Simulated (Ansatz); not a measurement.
Gas-phase electronic energies from Ansatz, PBE0-D4/def2-TZVP geometries. CBS: MP2 limit from def2 TZ/QZ plus the TZ coupled-cluster correction, frozen cores. Functionals use def2-TZVPP. One conformer a species, not always the lowest.

Consider the formal exchange of groups at the Al–C bond: `[CH3][Al]([OH])[CH2]F` + `C=NC(=N)S` → `[OH][Al]([SH])[CH2]F` + `C=NC(C)=N`.

```tsv
level	ΔE (eV)
r2SCAN-D4	-1.18
PBE0-D4	-1.21
PBE	-1.12
r2SCAN	-1.19
```

(1) What does CCSD(T)/CBS give? (Best estimate.)

Largest T1 diagnostic among the species: 0.015.

## Answers

(1) Computed: -1.25 eV. The listed levels differ from it by 0.07, 0.04, 0.13, 0.06 eV.

From PBE to PBE0 (25 % exact exchange), in def2-TZVPP and without D4, ΔE moves by −0.09 eV. In def2-TZVPP, CCSD(T) changes the Hartree–Fock value by +0.18 eV (the triples alone add +0.04 eV) and MP2 by +0.20 eV.
